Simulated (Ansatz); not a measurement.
Basis-set extrapolation for CH$_{5}$AlSSi (PBE0-D4/def2-TZVP geometry, frozen core, Ansatz 0.2.0). Multiplicity 1, RHF reference.

```json
{"": "HF", "def2-TZVPP": "-969.170421", "def2-QZVPP": "-969.199577"}
{"": "MP2 correlation", "def2-TZVPP": "-0.533372", "def2-QZVPP": "-0.573640"}
{"": "CCSD(T) correlation", "def2-TZVPP": "-0.615367", "def2-QZVPP": "not run"}
```

Energies in hartree. Use E(X) = E(∞) + A·exp(−7.88·√X) for Hartree–Fock and E(X) = E(∞) + B·X^(−2.97) for correlation, with X = 3 and 4, and add CCSD(T) minus MP2 of the smaller set to the MP2 limit.

Problem. What is the CCSD(T) energy at the basis-set limit?

Solution. HF limit: -969.199577 + (-0.029156) × 0.13774 = -969.20359. MP2 limit: -0.573640 + (-0.040268) × 0.74074 = -0.60347. Higher-order term: -0.615367 − (-0.533372) = -0.08200. Total: -969.88906 hartree, 64.8 kcal/mol below CCSD(T)/def2-TZVPP.
